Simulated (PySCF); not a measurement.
# Relaxation of singlet PbS(OH)₂

Method: PySCF, PBE0, basis Pb def2-SVP with ECP60, S def2-SVP, O def2-SVP, H def2-SVP (scalar-relativistic core potentials, no spin–orbit coupling, density fitting). A (50,194) grid was used.

A hand-made T-shaped (ligand arrangement 1) (heavy-atom frame) start, with no symmetry imposed:

```xyz
6
charge 0 multiplicity 1, angstrom
Pb    0.1391    0.0027   -0.1446
S    -2.1495    0.0027   -0.0647
O     0.1391    0.0027    1.9254
O     2.2078    0.0027   -0.0724
H    -0.5963    0.0027    2.5425
H     2.8245   -0.7327   -0.0508
```

Problem. What does it relax to?

Solution. It ends at Cs with O–H 0.967 Å, O–H 0.970 Å, Pb–O 2.064 Å, Pb–O 2.085 Å, Pb–S 2.303 Å; H–O–Pb 105.6°, H–O–Pb 110.1°, O–Pb–O 91.8°, O–Pb–S 131.2°, O–Pb–S 136.9° (after a last refinement on a finer grid). No frequency check is given, so it may be a saddle point.

Problem. How much energy is released, and in how many steps?

Solution. 140.7 kJ/mol in 26 steps.

With an element this heavy the missing spin–orbit coupling can shift these numbers.

The relaxation took roughly 6 core-minutes on a shared host.
